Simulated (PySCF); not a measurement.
# Computed records: H3NOSi2, Al2BH4O, CH5OSi, CH2AlBCl

Calculation on a computer-drawn molecule: optimised geometry and harmonic frequencies of an isolated molecule of the commonest isotopes, restricted reference for singlets and unrestricted otherwise, frozen core in MP2. Program: PySCF 2.14.0.

(1) H3NOSi2

Start structure:
```xyz
7
H3NOSi2
N      0.3961     0.5315     0.5994
Si     0.5262    -0.8925    -0.2856
O     -0.8332    -1.4610    -0.6866
Si    -2.4005    -1.8191    -0.5273
H      1.2192     1.0662     0.8809
H      1.5419    -1.8213    -0.7084
H     -2.4722    -1.9550     0.9015
```

It was run with charge 0, multiplicity 1, method HF and basis cc-pV(D+d)Z.

Results for H3NOSi2: rotational constants 16.14, 2.399, 2.126 GHz; total energy -708.9345 hartree; convergence status largest gradient component 4.143e-05 hartree/bohr.

Drawn bonds:
```
atom  other atom  order
   1           2      2
   2           3      1
   3           4      1
   1           5      1
   2           6      1
   4           7      1
```

Optimised structure:
```xyz
7
H3NOSi2
N      0.4395     0.4904     0.5504
Si     0.5008    -0.8541    -0.2414
O     -0.8448    -1.5859    -0.7564
Si    -2.4914    -1.8050    -0.5526
H      1.2370     0.9949     0.8859
H      1.6368    -1.6721    -0.6790
H     -2.5005    -1.9194     0.9670
```

Modes:
```
frequency (cm⁻¹)  reduced mass (dalton)
           74.89                  5.357
           116.8                   3.07
           152.5                  1.289
           409.3                  4.128
           595.4                  1.652
           602.7                  2.005
           620.6                  1.966
           647.2                  1.172
           946.6                  1.272
           954.1                  1.132
            1077                  6.569
            1275                  7.167
            2095                  1.044
            2393                  1.045
            3858                   1.08
```

(2) Al2BH4O

Start structure:
```xyz
8
Al2BH4O
B     -2.2945    -1.4857    -0.2272
O     -1.2848    -0.6735     0.3201
Al    -0.0828     0.2829     0.8918
Al     1.7803     1.8532     1.8996
H     -2.9854    -0.9368    -0.9982
H     -2.3883    -2.5139     0.1329
H      1.4776     2.6676     3.1011
H      3.1610     1.7335     1.1563
```

It was run with charge 1, multiplicity 1, method HF and basis cc-pV(D+d)Z.

It finds rotational constants 77.84, 1.298, 1.291 GHz; total energy -585.5533 hartree; convergence status largest gradient component 4.001e-05 hartree/bohr.

Drawn bonds:
```
atom  other atom  order
   1           2      1
   2           3      1
   3           4      1
   1           5      1
   1           6      1
   4           7      1
   4           8      1
```

Optimised structure:
```xyz
8
Al2BH4O
B     -2.2884    -1.4377    -0.2213
O     -1.2842    -0.6422     0.2972
Al    -0.0980     0.2994     0.9054
Al     1.8813     1.8651     1.9165
H     -3.0224    -0.9581    -1.0313
H     -2.3697    -2.5633     0.1676
H      1.3756     2.6653     3.1485
H      3.1888     1.6988     1.0938
```

Modes:
```
frequency (cm⁻¹)  reduced mass (dalton)
            26.3                  1.008
           73.19                  4.419
            73.4                  4.405
           157.1                  5.892
           182.9                  6.046
           244.7                   11.4
           415.6                  1.147
           569.9                  1.125
           732.3                  1.054
           776.9                  6.605
            1056                  1.316
            1136                  1.359
            1317                  1.897
            1368                  2.246
            2086                  1.016
            2129                   1.07
            2721                  1.044
            2824                  1.136
```

(3) CH5OSi

Start structure:
```xyz
8
CH5OSi
C     -1.0267     1.1127    -0.0548
Si    -0.5451    -0.0321     1.3884
O      0.7927    -0.7696     0.8341
H     -1.1000     0.6237    -0.9479
H     -2.0141     1.5012     0.1736
H     -0.3354     1.9781    -0.1020
H     -1.5995    -1.1371     1.2025
H      0.8026    -1.0729    -0.0480
```

It was run with charge -1, multiplicity 1, method HF and basis aug-cc-pV(D+d)Z.

It finds rotational constants 17.16, 6.917, 5.38 GHz; total energy -404.5997 hartree; convergence status largest gradient component 1.411e-05 hartree/bohr.

Drawn bonds:
```
atom  other atom  order
   1           2      1
   2           3      1
   1           4      1
   1           5      1
   1           6      1
   2           7      1
   3           8      1
```

Optimised structure:
```xyz
8
CH5OSi
C     -1.0521     1.1392    -0.0198
Si    -0.5374    -0.0197     1.4821
O      0.8948    -0.7802     0.8062
H     -1.0456     0.6247    -0.9924
H     -2.0659     1.5309     0.1386
H     -0.3789     2.0010    -0.0959
H     -1.5816    -1.1311     1.1695
H      0.7410    -1.1609    -0.0423
```

Modes:
```
frequency (cm⁻¹)  reduced mass (dalton)
           197.1                  1.136
           245.4                  1.823
             329                  1.347
             592                  4.015
           643.5                  1.065
           684.6                  8.688
           778.6                  1.383
           818.4                  1.082
           943.7                  1.186
            1004                   1.23
            1316                  1.238
            1536                  1.056
            1545                  1.059
            1849                  1.039
            3074                  1.042
            3134                  1.092
            3160                  1.099
            4158                  1.066
```

(4) Al2BH4O

Start structure:
```xyz
8
Al2BH4O
O     -0.5563    -3.9706    -1.8467
B      0.0927    -3.0111    -1.1289
Al    -0.2607    -0.9166    -1.1022
Al     0.3649     1.5114    -1.5591
H     -0.9908    -3.7249    -2.6314
H      0.6099    -3.3974    -0.1702
H     -0.6363     2.4078    -0.6682
H      1.2948     2.5080    -2.3053
```

Here we set charge 0, multiplicity 2, method HF and basis cc-pV(D+d)Z.

Results for Al2BH4O: rotational constants 16.87, 1.305, 1.274 GHz; total energy -585.7029 hartree; spin squared 0.7849; convergence status largest gradient component 2.665e-05 hartree/bohr.

Drawn bonds:
```
atom  other atom  order
   1           2      1
   2           3      1
   3           4      1
   1           5      1
   2           6      1
   4           7      1
   4           8      1
```

Optimised structure:
```xyz
8
Al2BH4O
O     -0.0796    -3.8908    -1.9611
B     -0.2122    -2.9232    -1.0232
Al    -0.8288    -0.8546    -1.2678
Al     0.2562     1.4807    -1.4331
H     -0.2566    -3.6217    -2.8480
H      0.0117    -3.2990     0.1046
H      0.5397     2.3500    -0.1358
H      0.4878     2.1652    -2.8476
```

Modes:
```
frequency (cm⁻¹)  reduced mass (dalton)
           58.93                  6.962
           85.73                  2.417
             138                  1.121
           249.8                  4.868
           324.8                  3.486
             367                  1.369
           512.2                  5.709
           534.9                  1.235
           579.5                  1.576
           824.9                  1.069
           862.9                  1.158
            1059                  1.098
            1245                  1.332
            1339                   6.21
            1949                  1.037
            1954                  1.046
            2620                  1.088
            4181                  1.067
```

(5) CH2AlBCl

Start structure:
```xyz
6
CH2AlBCl
Al    -0.1622    -0.7373    -3.3489
C      0.3750    -1.4584    -1.7577
B      0.1643    -0.9489    -0.4664
Cl    -0.0979    -0.3252     1.0484
H     -0.6054    -0.1474    -4.7038
H      0.9273    -2.4002    -1.8137
```

Here we set charge 1, multiplicity 1, method MP2 and basis cc-pV(D+d)Z.

It finds rotational constants 28.13, 1.584, 1.499 GHz; total energy -765.2760 hartree; convergence status largest gradient component 3.511e-05 hartree/bohr.

Drawn bonds:
```
atom  other atom  order
   1           2      1
   2           3      2
   3           4      1
   1           5      1
   2           6      1
```

Optimised structure:
```xyz
6
CH2AlBCl
Al    -0.1603    -0.7391    -3.3374
C      0.3959    -1.4940    -1.7589
B      0.1638    -0.9482    -0.4697
Cl    -0.1262    -0.2806     1.0211
H     -0.6250    -0.1107    -4.6742
H      0.9529    -2.4447    -1.8230
```

Modes:
```
frequency (cm⁻¹)  reduced mass (dalton)
           91.17                  6.083
           324.6                  1.394
           373.1                  1.717
           374.5                  5.887
           427.4                  1.163
           448.7                  2.645
           645.5                  7.179
           807.9                  1.418
           959.6                  3.524
            1619                  10.78
            2108                  1.049
            3170                  1.086
```
